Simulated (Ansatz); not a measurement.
One change: `[F][Ga]([Cl])[Cl]` becomes `[F][In]([Cl])[Cl]`.

Ansatz, PBE0-D4/def2-TZVP geometries, multiplicity 1. 

Elements past krypton have def2 core potentials. Scalar relativity is left out up to krypton.

```json
{"property": "ideal-gas entropy at 298 K and 1 bar (rigid rotor, harmonic PBE0-D4/def2-TZVP) / J/(mol·K)", "`[F][Ga]([Cl])[Cl]`": "324"}
{"property": "HOMO energy (ωB97M-V/def2-TZVPP) / eV", "`[F][Ga]([Cl])[Cl]`": "-12.00"}
{"property": "LUMO energy (B3LYP/def2-TZVPP) / eV", "`[F][Ga]([Cl])[Cl]`": "-2.37"}
{"property": "LUMO energy (ωB97M-V/def2-TZVPP) / eV", "`[F][Ga]([Cl])[Cl]`": "-0.03"}
{"property": "LUMO energy (PBE/def2-TZVPP) / eV", "`[F][Ga]([Cl])[Cl]`": "-2.98"}
{"property": "HOMO energy (PBE0/def2-TZVPP) / eV", "`[F][Ga]([Cl])[Cl]`": "-9.73"}
```

(1) What does the change do to each property? (Estimate.)

Answers

(1) The calculation gave: 
```csv
property,`[F][In]([Cl])[Cl]`,shift
"ideal-gas entropy at 298 K and 1 bar (rigid rotor, harmonic PBE0-D4/def2-TZVP) / J/(mol·K)",340,16
HOMO energy (ωB97M-V/def2-TZVPP) / eV,-11.91,0.09
LUMO energy (B3LYP/def2-TZVPP) / eV,-3.34,-0.97
LUMO energy (ωB97M-V/def2-TZVPP) / eV,-1.01,-0.98
LUMO energy (PBE/def2-TZVPP) / eV,-3.90,-0.92
HOMO energy (PBE0/def2-TZVPP) / eV,-9.64,0.09
```

With PBE0 the HOMO rises by 0.09 eV and the LUMO falls by 1.00 eV, so the gap narrows by about 1.09 eV. PBE moves the HOMO by 0.07 eV and ωB97M-V by 0.09 eV.

B3LYP here is the variant with VWN-RPA as its local correlation; programs differ in this.
